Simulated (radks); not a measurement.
Question: All-electron atom: Hf III in [Xe] 4f14 5d2 (the NIST ground configuration). All-electron calculation, scalar-relativistic Kohn-Sham, LDA (Slater exchange, Perdew-Wang correlation), spin-polarised, spherical densities, finite nucleus; open shells are filled with parallel spins first (spin-orbit coupling, left out, can overturn this in heavy ions); Fermi nuclear charge, rms radius 5.347 fm. Program: a radial shooting solver on a logarithmic mesh with Libxc functionals. Some entries of the table are withheld. Estimate them.

orbital  occ.  eigenvalue (eV)  <1/r> (bohr^-1)
1s down     1        -65224.49            83.71
1s up       1        -65224.49            83.71
2s up       1        -11169.10            19.55
2s down     1        -11169.03            19.55
2p up       3        -9815.618            17.85
2p down     3        -9815.565            17.85
3s up       1        -2556.074            7.231
3s down     1        -2556.058            7.231
3p up       3        -2151.546            6.708
3p down     3        -2151.529            6.708
3d up       5        -1671.069            6.349
3d down     5        -1671.033            6.348
4s up       1        -526.3883            3.068
4s down     1        -526.3440            3.068
4p up       3        -393.5535            2.793
4p down     3        -393.5083            2.793
4d up       5        -221.6680            2.476
4d down     5        -221.6065            2.476
5s up       1         -82.6294            1.172
5s down     1         -81.9413            1.177
5p up       3         -51.2839           0.9751
5p down     3         -50.3394           0.9816
4f up       7         -32.2869              (1)
4f down     7         -32.0959              (2)
5d up       2         -17.5566           0.6112
5d down     0         -16.2318           0.6120

Answer: 
(1) 4f up <1/r> (bohr^-1): 1.915
(2) 4f down <1/r> (bohr^-1): 1.922
